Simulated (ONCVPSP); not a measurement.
Transferability test, ONCV potential for mercury

mercury (Hg), optimised norm-conserving Vanderbilt (ONCV), made with ONCVPSP 4.0.1 (PBEsol, scalar-relativistic). Core [Xe] 4f14, reference 5d10 6s1.5 6p0.5. Waves: 6s: rc 1.90 bohr, ncon 4, nbas 7, qcut 4.1 1/bohr, 3 projectors, debl 0.5 Ha; 6p: rc 2.70 bohr, ncon 4, nbas 8, qcut 3.5 1/bohr, 2 projectors, debl 0.5 Ha; 5d: rc 2.05 bohr, ncon 4, nbas 9, qcut 9.1 1/bohr, 2 projectors, debl 1.7 Ha. Local part: polynomial inside 1.35 bohr (lpopt 5, dvloc0 -1 Ha). Core correction: Teter function, fcfact 6, rcfact 1.45.

Energies are relative to the spin-unpolarised reference configuration 5d10 6s1.5 6p0.5; without spin polarisation the order of configurations can differ from experiment. Not all tests gave a result: 1 of 4 tests not solved or not reliable.

```json
{"valence configuration": "5d10 6s2 6p0", "charge": "0", "ΔE all-electron (eV)": "-2.999", "error AE − PS (meV)": "-0.1"}
{"valence configuration": "5d10 6s1 6p0", "charge": "+1", "ΔE all-electron (eV)": "7.741", "error AE − PS (meV)": "-7.6"}
{"valence configuration": "5d10 6s1.5 6p0", "charge": "+0.5", "ΔE all-electron (eV)": "1.383", "error AE − PS (meV)": "-1.3"}
```

Levels in the configuration 5d10 6s2 6p0:

```tsv
level	all-electron (eV)	pseudo (eV)
5d	-9.880	-9.881
6s	-6.867	-6.863
```

Note: ghosts flagged at negative energy: s at -121.5 eV, p at -35.9 eV; GHOST(+) flagged for s at 158.6 eV. A true bound ghost makes a file unfit for plane-wave use.
